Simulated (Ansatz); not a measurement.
Geometry optimisation of C8H14O6Si⁺, that is SiEt(OAc)3 with one electron fewer.

```yaml
crystal:
  periodic: [false, false, false]
  atoms:
    - {symbol: Si, position_ang: [0.038118, 0.046653, 0.358528]}
    - {symbol: C, position_ang: [-0.085578, -0.191645, 2.194297]}
    - {symbol: C, position_ang: [0.803358, -1.319859, 2.740335]}
    - {symbol: H, position_ang: [-1.160801, -0.380874, 2.402572]}
    - {symbol: H, position_ang: [0.169696, 0.783850, 2.658915]}
    - {symbol: H, position_ang: [0.666594, -1.442392, 3.833715]}
    - {symbol: H, position_ang: [0.566968, -2.292726, 2.262424]}
    - {symbol: H, position_ang: [1.879703, -1.114123, 2.564645]}
    - {symbol: O, position_ang: [1.638438, 0.211261, -0.234143]}
    - {symbol: C, position_ang: [2.429608, 1.214517, 0.240462]}
    - {symbol: C, position_ang: [3.771144, 1.245078, -0.444380]}
    - {symbol: O, position_ang: [2.059992, 1.979930, 1.111695]}
    - {symbol: H, position_ang: [4.408207, 2.025376, 0.006064]}
    - {symbol: H, position_ang: [3.627328, 1.450018, -1.524468]}
    - {symbol: H, position_ang: [4.259538, 0.253560, -0.369806]}
    - {symbol: O, position_ang: [-0.766156, 1.412895, -0.273738]}
    - {symbol: C, position_ang: [-2.127930, 1.389938, -0.314569]}
    - {symbol: C, position_ang: [-2.686621, 2.497844, -1.161558]}
    - {symbol: O, position_ang: [-2.773911, 0.530722, 0.259750]}
    - {symbol: H, position_ang: [-3.781321, 2.559173, -1.037342]}
    - {symbol: H, position_ang: [-2.441951, 2.267518, -2.218999]}
    - {symbol: H, position_ang: [-2.202715, 3.462281, -0.915026]}
    - {symbol: O, position_ang: [-0.455342, -1.406605, -0.374566]}
    - {symbol: C, position_ang: [-0.969411, -1.551468, -1.632633]}
    - {symbol: C, position_ang: [-1.366474, -2.982011, -1.895046]}
    - {symbol: O, position_ang: [-1.092669, -0.628952, -2.411575]}
    - {symbol: H, position_ang: [-1.697209, -3.096289, -2.941632]}
    - {symbol: H, position_ang: [-2.190879, -3.261027, -1.207101]}
    - {symbol: H, position_ang: [-0.519723, -3.662655, -1.676829]}
basis:
  gaussian: {orbitals: def2-SVP}
total_charge: 1
magnetization: {spin_polarized: true, initial_magnetization: 1}
hamiltonian: {xc: pbe, dispersion: d4}
scf: {lower_state_search: "off"}
output: {orbitals: {seedname: orbitals}}
relax: {f_tol: 0.03, max_steps: 70}
```

```sh
$ ansatz run in.yaml --threads 4 --pin off --events-out ev --progress --plain --max-ram 6963MiB
```

It prints (some lines left out):

```
Functional definition: PBE
mean field -28635.21192525 eV, -1052.3246286090 hartree, gradient 1.5e-6 eV, S^2 0.751854; 0 other end points of the search recorded, 0 dependent functions left out
relax step   1: F+E_penalty+E_count = -28636.02190023 eV  Δ(F+E_penalty+E_count) = +0.000e0 eV  max|allowed force component| = 1.318e0 eV/Å  Δτ_max = 0.0000 Å  (55 SCF iters, accepted)
mean field -28635.29269046 eV, -1052.3275966757 hartree, gradient 2.9e-6 eV, S^2 0.751914; 0 other end points of the search recorded, 0 dependent functions left out
relax step   2: F+E_penalty+E_count = -28636.10128177 eV  Δ(F+E_penalty+E_count) = -7.938e-2 eV  max|allowed force component| = 6.501e-1 eV/Å  Δτ_max = 0.0497 Å  (34 SCF iters, accepted)
mean field -28635.32106682 eV, -1052.3286394878 hartree, gradient 2.5e-6 eV, S^2 0.752020; 0 other end points of the search recorded, 0 dependent functions left out
relax step   3: F+E_penalty+E_count = -28636.12811810 eV  Δ(F+E_penalty+E_count) = -2.684e-2 eV  max|allowed force component| = 2.632e-1 eV/Å  Δτ_max = 0.0709 Å  (33 SCF iters, accepted)
mean field -28635.32632524 eV, -1052.3288327314 hartree, gradient 8.8e-6 eV, S^2 0.752030; 0 other end points of the search recorded, 0 dependent functions left out
relax step   4: F+E_penalty+E_count = -28636.13168893 eV  Δ(F+E_penalty+E_count) = -3.571e-3 eV  max|allowed force component| = 1.173e-1 eV/Å  Δτ_max = 0.0747 Å  (27 SCF iters, accepted)
mean field -28635.32799738 eV, -1052.3288941811 hartree, gradient 1.9e-6 eV, S^2 0.752037; 0 other end points of the search recorded, 0 dependent functions left out
relax step   5: F+E_penalty+E_count = -28636.13346518 eV  Δ(F+E_penalty+E_count) = -1.776e-3 eV  max|allowed force component| = 2.350e-1 eV/Å  Δτ_max = 0.0280 Å  (28 SCF iters, accepted)
mean field -28635.32746035 eV, -1052.3288744458 hartree, gradient 1.0e-6 eV, S^2 0.752051; 0 other end points of the search recorded, 0 dependent functions left out
relax step   6: F+E_penalty+E_count = -28636.13403689 eV  Δ(F+E_penalty+E_count) = -5.717e-4 eV  max|allowed force component| = 1.221e-1 eV/Å  Δτ_max = 0.1383 Å  (31 SCF iters, accepted)
mean field -28635.33248548 eV, -1052.3290591157 hartree, gradient 2.4e-6 eV, S^2 0.752053; 0 other end points of the search recorded, 0 dependent functions left out
relax step   7: F+E_penalty+E_count = -28636.13770975 eV  Δ(F+E_penalty+E_count) = -3.673e-3 eV  max|allowed force component| = 5.088e-2 eV/Å  Δτ_max = 0.0692 Å  (27 SCF iters, accepted)
mean field -28635.33345214 eV, -1052.3290946401 hartree, gradient 2.8e-6 eV, S^2 0.752060; 0 other end points of the search recorded, 0 dependent functions left out
relax step   8: F+E_penalty+E_count = -28636.13839065 eV  Δ(F+E_penalty+E_count) = -6.809e-4 eV  max|allowed force component| = 3.067e-2 eV/Å  Δτ_max = 0.0285 Å  (27 SCF iters, accepted)
mean field -28635.33463247 eV, -1052.3291380162 hartree, gradient 9.2e-6 eV, S^2 0.752078; 0 other end points of the search recorded, 0 dependent functions left out
relax step   9: F+E_penalty+E_count = -28636.13903830 eV  Δ(F+E_penalty+E_count) = -6.476e-4 eV  max|allowed force component| = 4.186e-2 eV/Å  Δτ_max = 0.0712 Å  (27 SCF iters, accepted)
mean field -28635.33517810 eV, -1052.3291580680 hartree, gradient 1.3e-6 eV, S^2 0.752078; 0 other end points of the search recorded, 0 dependent functions left out
relax step  10: F+E_penalty+E_count = -28636.13948103 eV  Δ(F+E_penalty+E_count) = -4.427e-4 eV  max|allowed force component| = 4.578e-2 eV/Å  Δτ_max = 0.0227 Å  (28 SCF iters, accepted)
mean field -28635.33586139 eV, -1052.3291831783 hartree, gradient 2.9e-6 eV, S^2 0.752074; 0 other end points of the search recorded, 0 dependent functions left out
relax step  11: F+E_penalty+E_count = -28636.13998236 eV  Δ(F+E_penalty+E_count) = -5.013e-4 eV  max|allowed force component| = 3.288e-2 eV/Å  Δτ_max = 0.0272 Å  (27 SCF iters, accepted)
mean field -28635.33657978 eV, -1052.3292095787 hartree, gradient 1.5e-6 eV, S^2 0.752075; 0 other end points of the search recorded, 0 dependent functions left out
relax step  12: F+E_penalty+E_count = -28636.14032273 eV  Δ(F+E_penalty+E_count) = -3.404e-4 eV  max|allowed force component| = 2.765e-2 eV/Å  Δτ_max = 0.0493 Å  (28 SCF iters, accepted)
Total energy: -28636.14038734 eV, -1052.3587489616 hartree
Atom 0 at     0.043745    -0.019593     0.414276 Å, force     0.003268     0.002504     0.006322 eV/Å
Atom 1 at    -0.076779    -0.213286     2.247290 Å, force    -0.006000     0.000999     0.000569 eV/Å
Atom 2 at     0.758442    -1.366418     2.825458 Å, force    -0.000065     0.002217     0.007351 eV/Å
Atom 3 at    -1.164949    -0.357195     2.440600 Å, force     0.010637     0.000803    -0.001684 eV/Å
Atom 4 at     0.194343     0.764100     2.699926 Å, force     0.000999    -0.004902    -0.001709 eV/Å
Atom 5 at     0.600273    -1.437272     3.920010 Å, force     0.002428     0.000330    -0.011696 eV/Å
Atom 6 at     0.479919    -2.342380     2.381734 Å, force     0.000506     0.003059     0.002448 eV/Å
Atom 7 at     1.844409    -1.213895     2.662836 Å, force    -0.006104    -0.002709     0.001096 eV/Å
Atom 8 at     1.627315     0.136395    -0.244592 Å, force     0.006039     0.004538     0.004941 eV/Å
Atom 9 at     2.351340     1.227578     0.063158 Å, force    -0.012255     0.004136    -0.027655 eV/Å
Atom 10 at     3.719856     1.283319    -0.537730 Å, force     0.003531    -0.001632     0.000565 eV/Å
Atom 11 at     1.876954     2.101698     0.786988 Å, force     0.002371     0.001772     0.009151 eV/Å
Atom 12 at     4.260145     2.182377    -0.195659 Å, force    -0.004323    -0.006448    -0.000982 eV/Å
Atom 13 at     3.618460     1.293972    -1.643049 Å, force    -0.002321    -0.002224     0.013852 eV/Å
Atom 14 at     4.273293     0.363273    -0.261521 Å, force     0.003428     0.001116    -0.000931 eV/Å
Atom 15 at    -0.780895     1.345333    -0.227048 Å, force    -0.004789    -0.004011     0.000358 eV/Å
Atom 16 at    -2.117066     1.402389    -0.403815 Å, force     0.005623     0.003163    -0.003330 eV/Å
Atom 17 at    -2.622124     2.640765    -1.061169 Å, force     0.001221     0.002727    -0.007728 eV/Å
Atom 18 at    -2.815801     0.460397    -0.038247 Å, force    -0.002280    -0.000492     0.003579 eV/Å
Atom 19 at    -3.724984     2.677863    -1.033273 Å, force     0.006980     0.001687    -0.001742 eV/Å
Atom 20 at    -2.273925     2.631583    -2.116157 Å, force    -0.002737     0.001083     0.012968 eV/Å
Atom 21 at    -2.180175     3.529156    -0.567433 Å, force    -0.006420    -0.006765    -0.003195 eV/Å
Atom 22 at    -0.488387    -1.464535    -0.318899 Å, force    -0.006013     0.001651    -0.007699 eV/Å
Atom 23 at    -0.904805    -1.651338    -1.591768 Å, force     0.011777     0.002811    -0.019762 eV/Å
Atom 24 at    -1.315168    -3.051457    -1.912085 Å, force    -0.005039     0.000895     0.005882 eV/Å
Atom 25 at    -0.931909    -0.717580    -2.384931 Å, force    -0.002245    -0.011279     0.020725 eV/Å
Atom 26 at    -1.619550    -3.138619    -2.969143 Å, force     0.001461    -0.000047     0.004565 eV/Å
Atom 27 at    -2.158553    -3.328206    -1.245399 Å, force     0.004253     0.000365    -0.004948 eV/Å
Atom 28 at    -0.473423    -3.738435    -1.690368 Å, force    -0.003931     0.004656    -0.001310 eV/Å
Dipole moment:     0.198655    -0.121269    -0.139678 e Å
Checks for a lower state left out: stability, starts, cluster_reference, orbital_swaps, neighbouring_geometries, increment
```

It took 1.7 min on 4 threads of Arm Neoverse V1 on a shared host.

The gap within one spin of the relaxed charge 1 doublet nearly closes, so an electron or hole may be smeared out by delocalisation error. The relaxation made no stability test and no search for a lower SCF solution.
